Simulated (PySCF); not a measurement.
CaTe and its ions

RHF-CCSD(T); basis Ca def2-SVP, Te def2-SVP with ECP28; scalar-relativistic core potentials; PySCF 2.14. Neutral (RHF): singlet (closed shell), Re = 2.751 Å, ωe = 265 cm⁻¹, De = 1.69 eV.

CaTe⁺ (UHF): doublet (π ↑), Re = 2.893 Å, ωe = 235 cm⁻¹, De = 1.62 eV to Ca⁺ + Te. The energies at the minima are -943.94816 hartree for CaTe and -943.72701 for CaTe⁺.

(1) Work out the adiabatic ionisation energy, without and with harmonic zero-point energies (1 hartree = 27.2114 eV, 1 eV = 8065.5 cm⁻¹), and the change of the bond length.

Correlated steps freeze 9 core orbitals. Correlated levels converge slowly with the basis: in double zeta they bind strong bonds too weakly, by up to about 1 eV, and carry superposition errors of some tenths. These are scalar-relativistic numbers at best; spin–orbit coupling would shift them, the dissociation energy most. For an ion De counts to the pair picked by the measured ionisation energies or electron affinities, which need not be the lowest pair at this level. Where the molecule has an RHF reference, its open-shell atoms are computed with UHF. The CCSD T1 diagnostic is raised in CaTe, a sign that a single reference may not be enough there. States were picked by a PBE0 search and need not be the measured ground states.

Neutral and ion stand on different kinds of reference determinant, which adds to the error of the difference.

Results:

(1) At CCSD(T): 0.22115 hartree = 6.018 eV between the minima; the zero-point term (235.0 − 265.0)/2 cm⁻¹ = -0.002 eV makes it 6.016 eV. Re changes by +14.2 pm against the neutral. The electron leaves a π orbital, and the longer bond of the ion fits a bonding orbital, or a change in how ionic the bond is.
